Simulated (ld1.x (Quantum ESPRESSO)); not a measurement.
# Pseudopotential generation for cobalt: TM, revPBE, scalar-relativistic.

| Item | Value |
| --- | --- |
| Element | cobalt |
| Generator | ld1.x (Quantum ESPRESSO) 7.5 |
| Type | norm-conserving Troullier–Martins (Kleinman–Bylander form) |
| Functional | revPBE |
| Relativity | scalar-relativistic |
| Frozen core | [Ne] 3s2 |
| Valence charge | 15 |
| Reference configuration | 3p6 3d7 4s0 4p0 (charge +2) |
| Partial waves | 3p (bound): rc 1.25 bohr; 3d (bound): rc 1.05 bohr; 4s (bound, empty): rc 1.75 bohr |
| Local potential | the s channel |
| Core correction | Bessel-smoothed model core, default radius (core density twice the valence density) |

All-electron outer shells of the reference configuration (revPBE, scalar-relativistic, ld1.x):

```tsv
shell	level (eV)	outermost node (bohr)	outermost maximum (bohr)
3s	-121.47	0.31	0.67
3p	-84.67	0.28	0.68
3d	-26.94	–	0.67
4s	-20.79	0.95	2.10
4p	-14.63	1.03	2.53
```

Results:

- Cutoffs needed: 180 Ry and 300 Ry (the cutoffs (Ry, on a coarse ladder) from which the occupation-weighted sum of valence levels, in a spherical-Bessel basis at the reference potential, stays within 10 and 1 mRy of its value at 400 Ry)
- Ghost test: no extra level below or beside the all-electron valence levels (p, d, s, f tested) (spherical-Bessel basis up to 400 Ry, 20 bohr box)
- Configuration tests: 3 of 7 tests not solved or not reliable

Generation and tests took about 1.6 s on one core of a shared server CPU.
